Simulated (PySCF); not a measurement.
Ge(H)3(Vi), C2H6Ge, SMILES C=[CH][GeH3], singlet, CAM-B3LYP/def2-SVP optimised geometry.

```
9

Ge     0.08    -1.59     0.00
C     -0.54     0.25     0.00
C      0.28     1.30     0.00
H     -0.43    -2.33     1.24
H      1.62    -1.59     0.00
H     -0.43    -2.33    -1.24
H     -1.62     0.43     0.00
H     -0.10     2.33     0.00
H      1.37     1.19     0.00
```

Density from CAM-B3LYP/def2-TZVP in PySCF at that geometry.

Minimum of the electron density along straight lines between bonded atoms, close to the bond critical point (lines longer than 1.1 times the sum of covalent radii, or with two minima, are not listed):

| bond | length / Å | ρ at the minimum / e bohr⁻³ | ∇²ρ there / e bohr⁻⁵ | position (fraction from the first atom) |
|---|---|---|---|---|
| Ge1–C2 | 1.940 | 0.131 | 0.12 | 0.47 |
| C2–C3 | 1.333 | 0.352 | -1.08 | 0.50 |
| Ge1–H4 | 1.538 | 0.133 | 0.06 | 0.59 |
| Ge1–H5 | 1.536 | 0.134 | 0.06 | 0.59 |
| Ge1–H6 | 1.538 | 0.133 | 0.06 | 0.59 |
| C2–H7 | 1.097 | 0.276 | -0.95 | 0.65 |
| C3–H8 | 1.095 | 0.279 | -0.98 | 0.65 |
| C3–H9 | 1.095 | 0.279 | -0.98 | 0.65 |
